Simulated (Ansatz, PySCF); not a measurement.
Reaction R1 + 6 R2 → 9 P1, each structure at its B3LYP-D3(BJ)/def2-SVP stationary point, reached from a drawn start (curvature not checked).
R1, O9W3 (SMILES [O][W]1([O])[O][W]([O])([O])[O][W]([O])([O])[O]1) (charge 0, multiplicity 1):
```csv
atom,x (Å),y (Å),z (Å)
W,-1.7061,1.1466,-0.1339
W,0.2103,-1.3583,1.5343
W,1.4956,0.2115,-1.4006
O,-1.9461,2.6802,0.5813
O,-3.1327,0.7333,-0.9798
O,-0.2799,-2.9954,1.5044
O,0.9069,-1.0472,3.0637
O,1.6338,-0.6580,-2.8656
O,2.8193,1.2884,-1.3030
O,-1.2496,-0.1769,1.1698
O,1.4246,-0.9587,0.1111
O,-0.1759,1.1345,-1.2820
```
R2: F6W (SMILES [F][W]([F])([F])([F])([F])[F]), charge 0, multiplicity 1.
P1, F4OW (SMILES [O][W]([F])([F])([F])[F]) (charge 0, multiplicity 1):
```json
[
 {"atom": "W", "x (Å)": "0.0145", "y (Å)": "0.0413", "z (Å)": "0.0004"},
 {"atom": "O", "x (Å)": "0.5710", "y (Å)": "1.6286", "z (Å)": "0.0156"},
 {"atom": "F", "x (Å)": "1.2995", "y (Å)": "-0.9153", "z (Å)": "-0.9504"},
 {"atom": "F", "x (Å)": "0.7421", "y (Å)": "-0.7437", "z (Å)": "1.5251"},
 {"atom": "F", "x (Å)": "-1.5923", "y (Å)": "0.0804", "z (Å)": "0.9423"},
 {"atom": "F", "x (Å)": "-1.0349", "y (Å)": "-0.0913", "z (Å)": "-1.5331"}
]
```

P less R. No zero-point or thermal terms; singlets are restricted closed shells; no spin–orbit coupling. The spin states of the d-block species are the ones drawn and need not be the lowest.

Cores are frozen in the correlated methods.

Run with Ansatz (an electronic-structure program); PySCF for the D3/D4 terms. No computed number here is a measurement. Elements past Kr take the def2 small-core potentials, without spin–orbit coupling.

Problem. Estimate the reaction energy that PBE-D3(BJ)/def2-TZVPP returns for this input.

Solution. -1.60 eV

Problem. Predict the reaction energy from B3LYP-D4/def2-TZVPP.

Solution. -1.79 eV

Problem. Estimate the reaction energy that CCSD(T)/def2-SVP returns for this input.

Solution. -2.95 eV
